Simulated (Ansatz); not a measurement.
```xyz
9

O    -1.703   -1.019    0.650
C    -0.543   -0.469    0.315
N     0.608   -1.063    0.238
Si    1.194    0.472   -0.364
N    -0.486    0.878    0.024
H    -1.522   -1.955    0.808
H     1.523    0.543   -1.807
H     2.207    1.205    0.431
H    -1.279    1.408   -0.295
```

Total charge 0; spin multiplicity 1.

(1) List the ωB97M-V/def2-TZVPP orbital energies in eV (Ansatz 0.2.0). (Best estimate.)

## Answers

(1) Ansatz gave: Occupied: -1807.70, -527.58, -394.81, -393.42, -285.29, -148.67, -102.84, -102.77, -102.76, -33.64, -29.64, -25.91, -20.42, -18.38, -17.13, -15.91, -15.68, -13.50, -12.98, -12.57, -11.17, -10.30, -9.39. Lowest empty: 1.62, 2.27, 2.96, 3.13, 3.41, 3.73, 5.26, 5.49.
